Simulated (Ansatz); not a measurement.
The cluster Ga2O2⁺. The state is a doublet with charge 1. Geometry PBE-D4/def2-SVP, that of the neutral singlet; atoms count from 1.

Cartesian coordinates in Å:
```
Ga -0.0630 0.7986 -0.4504
Ga 0.1829 -2.3197 1.3085
O 0.0582 -0.7262 0.4068
O -0.1781 2.2473 -1.2648
```

The structure comes from a short search, and lower isomers may exist.

(1) Estimate the Mulliken populations from the PBE0/def2-TZVP orbitals of Ansatz.

(2) Where does the spin sit?

(3) And the Mayer bond orders between bonded heavy atoms (over 0.3)?

Answers

(1) 
```tsv
atom	charge (e)	spin (α − β)
Ga1	0.81	0.00
Ga2	0.52	-0.01
O3	-0.29	0.03
O4	-0.04	0.98
```
Mulliken values and Mayer orders depend strongly on the basis.

(2) Summed by element: Ga -0.01, O 1.01, of 1 unpaired in all. Largest on single atoms: O4 0.98, O3 0.03, Ga2 -0.01.

(3) Ga1–O3 1.40 (1.75 Å); Ga1–O4 1.34 (1.67 Å); Ga2–O3 0.68 (1.84 Å).
